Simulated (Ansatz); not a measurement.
Geometry optimisation, Ansatz, RKS PBE0-D4/STO-3G.

The input (input.yaml):

```yaml
crystal:
  periodic: [false, false, false]
  atoms:
    - { symbol: C, position_ang: [0.4822, -2.2008, 1.2087] }
    - { symbol: C, position_ang: [0.6112, -0.7285, 0.7951] }
    - { symbol: C, position_ang: [-0.0881, -0.0231, -0.1534] }
    - { symbol: O, position_ang: [-0.9967, -0.5569, -0.9157] }
    - { symbol: Si, position_ang: [0.3352, 1.7869, -0.5032] }
    - { symbol: "N", position_ang: [-0.9277, 2.4113, -1.4661] }
    - { symbol: H, position_ang: [1.3928, -2.7024, 1.0337] }
    - { symbol: H, position_ang: [-0.41532, -0.6844, 0.64892] }
    - { symbol: H, position_ang: [0.1989, -2.1926, 2.306] }
    - { symbol: H, position_ang: [1.4033, -0.2215, 1.3857] }
    - { symbol: H, position_ang: [-1.2008, -1.5026, -0.6631] }
    - { symbol: H, position_ang: [1.6183, 1.9291, -1.2215] }
    - { symbol: H, position_ang: [0.295, 2.5988, 0.7561] }
    - { symbol: H, position_ang: [-1.0301, 1.765, -2.2343] }
    - { symbol: H, position_ang: [-1.794, 2.2405, -0.9443] }
basis:
  gaussian: { orbitals: STO-3G }
hamiltonian:
  xc: pbe0
  dispersion: d4
relax:
  f_tol: 0.02
  max_steps: 50
output:
  orbitals: {}
```

Run as:

```bash
$ ansatz run input.yaml --threads 1 --pin off --max-ram 2048MiB --backend cpu --events-out ev --progress --plain --runs-dir out
```

Question: Where does it end, and by what steps?

Answer: The forces met the threshold. Limits of this set-up: minimal basis. After 21 steps the energy has fallen by 10.487 eV; H9 moved furthest, 1.68 Å. The start is strongly strained (largest force component 11 eV/Å), so its close contacts needn't be bonds. Parted: C2–H8.

| step | energy less start (eV) | largest force component (eV/Å) | accepted |
| --- | --- | --- | --- |
| 0 | 0.0000 | 10.600 | yes |
| 1 | -3.4662 | 4.595 | yes |
| 2 | -4.7517 | 1.716 | yes |
| 3 | -5.4686 | 1.425 | yes |
| 4 | -6.0567 | 1.123 | yes |
| 5 | -6.4049 | 0.945 | yes |
| 6 | -6.7753 | 1.743 | yes |
| 7 | -7.5857 | 3.128 | yes |
| 8 | -8.6597 | 3.076 | yes |
| 9 | -9.4208 | 4.133 | yes |
| 10 | -9.7776 | 3.006 | yes |
| 11 | -10.1024 | 1.584 | yes |
| 12 | -10.2717 | 0.869 | yes |
| 13 | -10.3825 | 0.492 | yes |
| 14 | -10.4361 | 0.667 | yes |
| 15 | -10.4413 | 0.638 | yes |
| 16 | -10.4742 | 0.283 | yes |
| 17 | -10.4797 | 0.159 | yes |
| 18 | -10.4841 | 0.075 | yes |
| 19 | -10.4859 | 0.109 | yes |
| 20 | -10.4863 | 0.086 | yes |
| 21 | -10.4865 | 0.015 | yes |

```xyz
15
Properties=species:S:1:pos:R:3
C 1.073 -1.865 0.970
C 0.428 -0.740 1.268
C -0.523 -0.020 0.311
O -0.943 -0.840 -0.822
Si 0.321 1.530 -0.428
N -0.649 2.341 -1.667
H 0.956 -2.341 -0.009
H -1.401 0.314 0.911
H 1.745 -2.355 1.679
H 0.559 -0.265 2.250
H -1.331 -1.661 -0.355
H 1.569 1.128 -1.030
H 0.547 2.462 0.652
H -0.874 1.651 -2.424
H -1.590 2.580 -1.272
```

The run took 77 s on 1 thread of Intel(R) Xeon(R) Platinum 8488C (Sapphire Rapids), with other jobs on the host, peak memory 0.17 GiB.
